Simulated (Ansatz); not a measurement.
`C=C[SiH](C)F` + HCl → `C=C[SiH](F)Cl` + CH₄ at 298.15 K and 1 bar (ligand exchange at the Si–C bond).

Program: Ansatz. Geometries: PBE0-D4/def2-TZVP. ΔE: electronic, gas phase. CCSD(T)/CBS is the MP2 limit (def2-TZVPP, def2-QZVPP) plus CCSD(T) − MP2 in def2-TZVPP, frozen cores. This one scheme is used for every species. One conformer a species, not always the lowest.

| species | CCSD(T)/CBS energy (Eh) | H − E (kJ/mol) | S (J/(mol·K)) |
| --- | --- | --- | --- |
| `C=C[SiH](C)F` | -507.30538 | 260.3 | 345.6 |
| HCl | -460.38127 | 26.6 | 186.8 |
| `C=C[SiH](F)Cl` | -927.26522 | 167.1 | 339.7 |
| CH₄ | -40.46206 | 127.4 | 186.2 |

H − E and S are ideal-gas, rigid-rotor, harmonic terms from PBE0-D4/def2-TZVP, for one conformer and one mirror image of each species. 1 Eh = 2625.50 kJ/mol, R = 8.31446 J/(mol·K).

Task: By hand: ΔE, ΔH, ΔS and ΔG.

Result: ΔE = (-927.26522) + (-40.46206) − (-507.30538) − (-460.38127) = -0.04063 Eh = -106.7 kJ/mol. Δ(H − E) = 167.1 + 127.4 − 260.3 − 26.6 = 7.6, so ΔH = -99.1 kJ/mol. ΔS = 339.7 + 186.2 − 345.6 − 186.8 = -6.5 J/(mol·K). ΔG = -99.1 − 298.15 × (-6.5)/1000 = -97.2 kJ/mol.

Task: By hand: the equilibrium constant, and the temperature at which ΔG would vanish if ΔH and ΔS stayed fixed.

Result: log₁₀ K = −ΔG/(RT ln 10) = 17.0. ΔG = 0 at ΔH/ΔS = 15246 K, far beyond where these terms or the molecules hold.

The number of gas molecules stays the same, so ΔS is small and ΔH decides. A doubt of 5 kJ/mol in ΔE shifts log₁₀ K by 0.9 here. Other conformers and mirror images would add mixing entropy, several J/(mol·K) or more a flexible species. These are equilibria of isolated gas molecules and say nothing of rates. Largest T1 diagnostic: 0.011 (customary marks: 0.02 for closed shells, 0.045 for open ones).
